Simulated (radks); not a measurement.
Values are calculated unless marked as measured or tabulated.
The technetium ion Tc22+, 21 electrons, occupied as [Ar] 3d3 (the NIST ground configuration). Level of theory: scalar-relativistic Kohn-Sham, LDA (Slater exchange, Perdew-Zunger correlation), spin-polarised, spherical densities, point nucleus; open shells are filled with parallel spins first (spin-orbit coupling, left out, can overturn this in heavy ions) (a radial shooting solver on a logarithmic mesh with Libxc functionals).

Normalised radial functions P(r) = r R(r), r in bohr:

```
   r/bohr * 2p up, o 3d down (the largest magnitude, 2.71, reaches the edge; | marks zero, & curves that meet)
 0.002272 &
 0.002842 &
 0.003528 o*
 0.004413 o*
 0.005521 o*
 0.006853 o *
 0.008573 o  *
  0.01073 o   *
  0.01331 o     *
  0.01665 o        *
  0.02067 o           *
  0.02586 |o               *
  0.03235 |o                     *
  0.04015 | o                           *
  0.05023 |  o                                  *
  0.06284 |    o                                        *
  0.07799 |       o                                           *
  0.09758 |           o                                          *
   0.1221 |                o                                   *
   0.1515 |                      o                      *
   0.1895 |                             o    *
   0.2371 |                      *          o
   0.2943 |           *                       o
   0.3682 |    *                           o
   0.4606 | *                      o
   0.5717 *                o
   0.7153 *       o
   0.8948 *  o
    1.111 *o
```

2p up: eigenvalue -3519.2 eV, 0 radial nodes, <r> = 0.130 bohr, 90 % of the charge inside 0.211 bohr. 3d down (empty): eigenvalue -990.97 eV, 0 radial nodes, <r> = 0.344 bohr, 90 % of the charge inside 0.532 bohr.
